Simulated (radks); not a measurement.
Problem. Ag+, configuration [Kr] 4d10. Calculated with a radial shooting solver on a logarithmic mesh with Libxc functionals: scalar-relativistic Kohn-Sham, PBE, spin-unpolarised, spherical densities, point nucleus. Some entries of the table are withheld. Estimate them.

| orbital | occ. | eigenvalue (eV) | <r^2> (bohr^2) |
|---|---|---|---|
| 1s | 2 | -25338.64 | 0.001308 |
| 2s | 2 | -3737.612 | 0.02146 |
| 2p | 6 | -3353.304 | 0.01691 |
| 3s | 2 | -691.8384 | 0.1554 |
| 3p | 6 | -565.6139 | (1) |
| 3d | 10 | -366.5884 | 0.1425 |
| 4s | 2 | -103.2766 | 0.9442 |
| 4p | 6 | -66.8240 | 1.151 |
| 4d | 10 | (2) | 2.359 |

Solution. 
(1) 3p <r^2> (bohr^2): 0.1569
(2) 4d eigenvalue (eV): -15.6387
